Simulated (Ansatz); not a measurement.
CuSiNH6⁻, that is Cu(NH3)(SiH3) with one electron more. Charge -1, multiplicity 2. Geometry PBE0-D4/def2-TZVP, that of the neutral singlet.

Cartesian coordinates in Å:
```
Cu 0.098 0.173 -0.016
N 1.083 1.916 -0.168
H 0.883 2.523 0.620
H 0.822 2.415 -1.012
H 2.087 1.772 -0.196
Si -1.014 -1.793 0.157
H -0.870 -2.698 -1.031
H -2.498 -1.658 0.330
H -0.592 -2.649 1.315
```

At PBE-D4/def2-TZVPD, r2SCAN-D4/def2-TZVPD, PBE0-D4/def2-TZVPD the highest occupied level of the charge -1 doublet lies above zero (up to 1.68 eV). Energy differences put its binding near zero (0.01 eV; vertical, to the charge 0 singlet, at PBE-D4/def2-TZVPD), which leaves it undecided.

Problem. Estimate the α-spin orbital energies around the gap (eV) in Ansatz with PBE-D4/def2-TZVPD, r2SCAN-D4/def2-TZVPD, PBE0-D4/def2-TZVPD.

Solution. 
| orbital | PBE-D4/def2-TZVPD | r2SCAN-D4/def2-TZVPD | PBE0-D4/def2-TZVPD |
| --- | --- | --- | --- |
| HOMO−5 | -1.65 | -1.76 | -3.59 |
| HOMO−4 | -1.65 | -1.76 | -3.57 |
| HOMO−3 | -1.52 | -1.64 | -3.57 |
| HOMO−2 | -1.52 | -1.64 | -3.48 |
| HOMO−1 | -1.31 | -1.37 | -2.47 |
| HOMO | 1.68 | 1.64 | 1.29 |
| LUMO | 2.55 | 2.71 | 3.03 |
| LUMO+1 | 2.55 | 2.71 | 3.03 |
| LUMO+2 | 3.23 | 3.72 | 3.76 |
| LUMO+3 | 3.82 | 4.05 | 4.52 |
| LUMO+4 | 3.82 | 4.05 | 4.52 |
| LUMO+5 | 4.13 | 4.47 | 4.57 |
| β HOMO | -1.25 | -1.29 | -2.39 |
| β LUMO | 2.22 | 2.52 | 2.80 |
